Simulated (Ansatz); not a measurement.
`[Cl][Hf]([Cl])([Cl])[Cl]` + HBr → `[Cl][Hf]([Cl])([Cl])[Br]` + HCl at 700 K and 1 bar (ligand exchange at the Hf–Cl bond).

Isolated molecules relaxed with PBE0-D4/def2-TZVP in Ansatz; ΔE leaves out vibrations. CCSD(T)/CBS adds triple-zeta CCSD(T) − MP2 to the extrapolated MP2 energy (def2 sets, frozen cores). This one scheme is used for every species. def2 core potentials past Kr. For Br, Hf outer-core shells are correlated without core-valence functions, which leaves a few kJ/mol of doubt a bond. Scalar relativity is left out up to krypton.

| species | CCSD(T)/CBS energy (Eh) | H − E (kJ/mol) | S (J/(mol·K)) |
| --- | --- | --- | --- |
| `[Cl][Hf]([Cl])([Cl])[Cl]` | -1887.32756 | 77.0 | 463.4 |
| HBr | -2573.91920 | 36.5 | 223.7 |
| `[Cl][Hf]([Cl])([Cl])[Br]` | -4000.86634 | 76.8 | 486.7 |
| HCl | -460.38127 | 38.4 | 211.8 |

H − E and S are ideal-gas, rigid-rotor, harmonic terms from PBE0-D4/def2-TZVP. 1 Eh = 2625.50 kJ/mol, R = 8.31446 J/(mol·K).

Task: By hand: ΔE, ΔH, ΔS and ΔG.

Result: ΔE = (-4000.86634) + (-460.38127) − (-1887.32756) − (-2573.91920) = -0.00085 Eh = -2.2 kJ/mol. Δ(H − E) = 76.8 + 38.4 − 77.0 − 36.5 = 1.7, so ΔH = -0.5 kJ/mol. ΔS = 486.7 + 211.8 − 463.4 − 223.7 = 11.4 J/(mol·K). ΔG = -0.5 − 700 × (11.4)/1000 = -8.5 kJ/mol.

Task: By hand: the equilibrium constant, and the temperature at which ΔG would vanish if ΔH and ΔS stayed fixed.

Result: log₁₀ K = −ΔG/(RT ln 10) = 0.6. ΔH and −TΔS have one sign here, so there is no such temperature.

TΔS isn't small against ΔH here. A doubt of 5 kJ/mol in ΔE shifts log₁₀ K by 0.4 here. These are equilibria of isolated gas molecules and say nothing of rates. Largest T1 diagnostic: 0.014 (customary marks: 0.02 for closed shells, 0.045 for open ones).
